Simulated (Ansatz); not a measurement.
Wavefunction ladder for C3H9B (`CBCC`)

```xyz
13

C    -1.5335    0.5812   -0.6116
B    -0.8410    0.1112    0.7020
C     0.6412   -0.3649    0.8183
C     1.4994   -0.4044   -0.4379
H    -1.5921    1.6793   -0.5485
H    -2.5738    0.2510   -0.6816
H    -1.0082    0.3395   -1.5375
H    -1.4813    0.1478    1.7221
H     0.6070   -1.3563    1.2973
H     1.1137    0.2558    1.5949
H     1.0746   -1.0741   -1.1902
H     2.5149   -0.7504   -0.2298
H     1.5791    0.5844   -0.8975
```

Charge 0, multiplicity 1. All single points use the PBE0-D4/def2-TZVP geometry. It is one conformer, not always the lowest. Frozen core, restricted reference, the Gaussian-basis code of Ansatz. CBS rows extrapolate triple and quadruple zeta; past MP2 they add the triple-zeta difference.

| basis | HF (Eh) | MP2 corr. | CCSD corr. | (T) | CCSD(T) total |
| --- | --- | --- | --- | --- | --- |
| def2-SVP | -143.42448 | -0.52112 | -0.58144 | -0.01602 | -144.02194 |
| def2-TZVPP | -143.57927 | -0.63693 | -0.68921 | -0.02517 | -144.29365 |
| def2-QZVPP | -143.58633 | -0.67646 | – | – | – |
| CBS(def2) | -143.58730 | -0.70574 | -0.75802 | as TZ | -144.37049 |
